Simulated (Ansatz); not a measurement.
```yaml
crystal:
  periodic: [false, false, false]
  atoms:
    - {symbol: S, position_ang: [-1.119334, 0.385388, -1.555592]}
    - {symbol: C, position_ang: [-0.362097, 0.562856, 0.047678]}
    - {symbol: N, position_ang: [1.081878, 0.262800, 0.217941]}
    - {symbol: Si, position_ang: [0.120042, -0.992947, 0.899903]}
    - {symbol: H, position_ang: [-0.616030, 1.504229, -2.113331]}
    - {symbol: H, position_ang: [-0.687183, 1.452058, 0.580681]}
    - {symbol: H, position_ang: [1.614419, 0.181532, -0.636648]}
    - {symbol: H, position_ang: [-0.115810, -2.259171, 0.174287]}
    - {symbol: H, position_ang: [0.172615, -1.143042, 2.367980]}
basis:
  gaussian: {orbitals: ANO-RCC-VTZP, point_charges: [{charge: 0.50, position_ang: [5.328, 0.701, 0.208]}]}
magnetization: {spin_polarized: true, initial_magnetization: 1}
hamiltonian: {xc: {name: B3LYP}, dispersion: d3bjatm}
accuracy: high
output: {forces: true}
```

```sh
$ ansatz run in.yaml --threads 2 --pin off --events-out ev --progress --plain --max-ram 4352MiB
```

Shortened log:

```
Error: a molecule whose nuclei and cores have a total charge of 48 cannot have a net charge of 0 together with 1 unpaired electrons
```

In this input the number of unpaired electrons doesn't fit the electron count. The program refused the input.
